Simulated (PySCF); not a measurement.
C₂H₆SZn (SMILES C[CH2][Zn][SH]), singlet, at a GFN2-xTB geometry (such geometries of metal compounds can be far from the true shape), with bond 4-2 at 1.25 times its length; PySCF with HF/3-21G.

The PySCF input:
```python
from pyscf import gto, scf

mol = gto.M(
    atom='''
Zn   -0.47254540   -0.20297730    0.21047571
C     0.16681287   -1.78380285   -0.91869404
C     1.44385456   -1.32284317   -1.60825984
H    -0.76001557   -2.14724066   -1.84368394
H     0.37085805   -2.65038619   -0.29411211
H     2.20705661   -1.03520433   -0.88501924
H     1.25765776   -0.47537487   -2.26770109
H     1.85194621   -2.13258131   -2.21601013
S     0.02705162    1.93318515    0.90696721
H    -1.03333708    2.16633270    1.65750489
''',
    basis='3-21g',
    verbose=4,
)

mf = scf.RHF(mol)
mf.kernel()
mo_i, mo_e, stable_i, stable_e = mf.stability(internal=True, external=True, return_status=True, nroots=6, tol=1e-6)
print('internally stable:', stable_i, ' externally stable:', stable_e)
if not stable_e:
    umf = mf.to_uhf() if not hasattr(mf, 'xc') else mf.to_uks()
    umf.scf_summary = {}
    umf.kernel(umf.make_rdm1(mo_e, umf.mo_occ))
```

Predict the main parts of the log of this PySCF run.


```
PySCF version 2.14.0

[INPUT] verbose = 4
[INPUT] num. atoms = 10
[INPUT] num. electrons = 64
[INPUT] charge = 0
[INPUT] spin (= nelec alpha-beta = 2S) = 0
[INPUT] symmetry False subgroup None
[INPUT] Mole.unit = angstrom
[INPUT] Symbol           X                Y                Z      unit          X                Y                Z       unit  Magmom
[INPUT]  1 Zn    -0.472545400000  -0.202977300000   0.210475710000 AA   -0.892981387423  -0.383571506504   0.397741447773 Bohr   0.0
[INPUT]  2 C      0.166812870000  -1.783802850000  -0.918694040000 AA    0.315230638353  -3.370898846719  -1.736080127870 Bohr   0.0
[INPUT]  3 C      1.443854560000  -1.322843170000  -1.608259840000 AA    2.728489682104  -2.499811297051  -3.039170634737 Bohr   0.0
[INPUT]  4 H     -0.760015570000  -2.147240660000  -1.843683940000 AA   -1.436221277705  -4.057696770930  -3.484057706859 Bohr   0.0
[INPUT]  5 H      0.370858050000  -2.650386190000  -0.294112110000 AA    0.700820145590  -5.008504023429  -0.555791337818 Bohr   0.0
[INPUT]  6 H      2.207056610000  -1.035204330000  -0.885019240000 AA    4.170732534311  -1.956252666664  -1.672443978571 Bohr   0.0
[INPUT]  7 H      1.257657760000  -0.475374870000  -2.267701090000 AA    2.376628724834  -0.898328310801  -4.285333992478 Bohr   0.0
[INPUT]  8 H      1.851946210000  -2.132581310000  -2.216010130000 AA    3.499671134326  -4.029994614266  -4.187652234962 Bohr   0.0
[INPUT]  9 S      0.027051620000   1.933185150000   0.906967210000 AA    0.051120153026   3.653190481576   1.713919630861 Bohr   0.0
[INPUT] 10 H     -1.033337080000   2.166332700000   1.657504890000 AA   -1.952724075558   4.093775497690   3.132230292227 Bohr   0.0

nuclear repulsion = 299.16874513811
number of shells = 40
number of NR pGTOs = 129
number of NR cGTOs = 70
basis = 3-21g
ecp = {}

******** <class 'pyscf.scf.hf.RHF'> ********
method = RHF
initial guess = minao
damping factor = 0
level_shift factor = 0
DIIS = <class 'pyscf.scf.diis.CDIIS'>
diis_start_cycle = 1
diis_space = 8
diis_damp = 0
SCF conv_tol = 1e-09
SCF conv_tol_grad = None
SCF max_cycles = 50
direct_scf = True
direct_scf_tol = 1e-13
Set gradient conv threshold to 3.16228e-05
Initial guess from minao.
init E= -2241.62782433542
cycle= 1 E= -2243.27603081889  delta_E= -1.65  |g|= 0.412  |ddm|= 2.62
cycle= 2 E= -2243.32858092305  delta_E= -0.0526  |g|= 0.226  |ddm|= 0.722
cycle= 3 E= -2243.33722879716  delta_E= -0.00865  |g|= 0.0394  |ddm|= 0.191
cycle= 4 E= -2243.3384285676  delta_E= -0.0012  |g|= 0.0128  |ddm|= 0.113
cycle= 5 E= -2243.33853330279  delta_E= -0.000105  |g|= 0.0044  |ddm|= 0.0297
cycle= 6 E= -2243.33855477068  delta_E= -2.15e-05  |g|= 0.0013  |ddm|= 0.0148
cycle= 7 E= -2243.3385568946  delta_E= -2.12e-06  |g|= 0.000532  |ddm|= 0.00453
cycle= 8 E= -2243.3385571027  delta_E= -2.08e-07  |g|= 0.000124  |ddm|= 0.00137
cycle= 9 E= -2243.3385571209  delta_E= -1.82e-08  |g|= 2.95e-05  |ddm|= 0.000463
cycle= 10 E= -2243.33855712216  delta_E= -1.25e-09  |g|= 5.76e-06  |ddm|= 0.000126
cycle= 11 E= -2243.33855712218  delta_E= -2.86e-11  |g|= 1.69e-06  |ddm|= 2.05e-05
Extra cycle  E= -2243.3385571222  delta_E= -1.14e-11  |g|= 7.61e-07  |ddm|= 3.58e-06
converged SCF energy = -2243.3385571222
rhf_internal: lowest eigs of H = [0.78518389 0.79954856 0.97473014 1.00642739 1.062232   1.07532661]
<class 'pyscf.scf.hf.RHF'> wavefunction is stable in the internal stability analysis
rhf_real2complex: lowest eigs of H = [0.18479297 0.18690146 0.23446545 0.24038195 0.2466603  0.25613683]
<class 'pyscf.scf.hf.RHF'> wavefunction is stable in the real -> complex stability analysis
rhf_external: lowest eigs of H = [0.085607   0.13877168 0.15426472 0.16503839 0.21151763 0.22037801]
<class 'pyscf.scf.hf.RHF'> wavefunction is stable in the RHF/RKS -> UHF/UKS stability analysis
internally stable: True  externally stable: True
```
